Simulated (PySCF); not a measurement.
**TcH₆⁺, singlet: molecular constants**

All numbers come from PBE0 in PySCF with Tc def2-TZVP with ECP28, H def2-TZVP; scalar-relativistic core potentials, no spin–orbit coupling; density-fitted integrals.

The structure is a minimum.

```xyz
7
charge 1 multiplicity 1, angstrom
Tc   -0.0319    0.0319    0.0317
H     1.1958   -0.9251    0.5674
H     0.1390    0.1713   -1.5997
H     1.5993   -0.1342    0.1784
H     0.9294    0.5610   -1.1955
H    -0.5600   -1.1987   -0.9258
H    -0.1732   -1.6000   -0.1326
```

```
Point group                                                                   : C3v
Bond lengths                                                                  : H–H 0.969 Å (×3), Tc–H 1.646 Å (×6)
Bond angles                                                                   : H–H–Tc 72.9° (×6), H–Tc–H 34.2° (×3), H–Tc–H 61.3° (×3), H–Tc–H 89.7° (×6), H–Tc–H 107.1° (×3)
Principal polarisabilities                                                    : 25.6, 34.3, 34.3 bohr³
Heat capacity Cp at 298.15 K                                                  : 61.4 J/(mol K)
Rotational constants                                                          : 1.585, 1.585, 1.552 cm⁻¹
Rotational symmetry number                                                    : 3
Highest occupied level                                                        : -13.19 eV
Dipole moment about the centre of mass                                        : 0.32 D
Entropy at 298.15 K and 1 bar                                                 : 251.8 J/(mol K)
Principal quadrupole moments (Buckingham, traceless) about the centre of mass : -0.37, -0.37, 0.73 D Å
Lowest empty level                                                            : -8.16 eV
Enthalpy at 298.15 K above 0 K                                                : 13.04 kJ/mol
Zero-point energy                                                             : 122.0 kJ/mol
```

Harmonic modes (masses in u: Tc 98.907, H 1.008):
| symmetry | ω (cm⁻¹) | IR (km/mol, summed over degenerate members) | μ (u) |
| --- | --- | --- | --- |
| a2 | 209 | 0.0 | 1.01 |
| e | 567 | 51.0 | 1.01 |
| a1 | 805 | 0.0 | 1.02 |
| e | 852 | 104 | 1.02 |
| e | 1060 | 290 | 1.02 |
| a1 | 1138 | 136 | 1.05 |
| a2 | 2112 | 0.0 | 1.01 |
| e | 2122 | 5.3 | 1.01 |
| a1 | 2288 | 1.5 | 1.02 |
| e | 2323 | 26.6 | 1.01 |

In C3v the vibrations span 2a2 + 5e + 3a1. The a2 modes carry no infrared intensity, as symmetry demands.

Charges (e):
| atom | Mulliken | Löwdin | polar tensor | Mayer order to Tc1 |
| --- | --- | --- | --- | --- |
| Tc1 | 0.12 | 0.02 | 0.30 | – |
| H2,3,4,5,6,7 | 0.15 | 0.16 | 0.12 | 0.63 |
Other Mayer orders above 0.3: H–H 0.34 (×3).

Mulliken populations on Tc1 (electrons outside its core potential): s 2.40, p 6.27, d 6.20, f 0.01.

Outer orbital energies (eV). occupied: -20.42, -19.26, -19.26, -14.17, -14.17, -13.19; empty: -8.16, -8.16, -6.94, -3.96.

Stability towards spin polarisation was not tested. Other isomers or separated fragments may lie lower.

The final relaxation and frequency run took 36 s on 2 threads of a shared Arm Neoverse N1 host, with 76 basis functions and 8 gradients; the process peaked at 1.3 GiB. Launch command: `OMP_NUM_THREADS=2 python axn.py task.json out`.
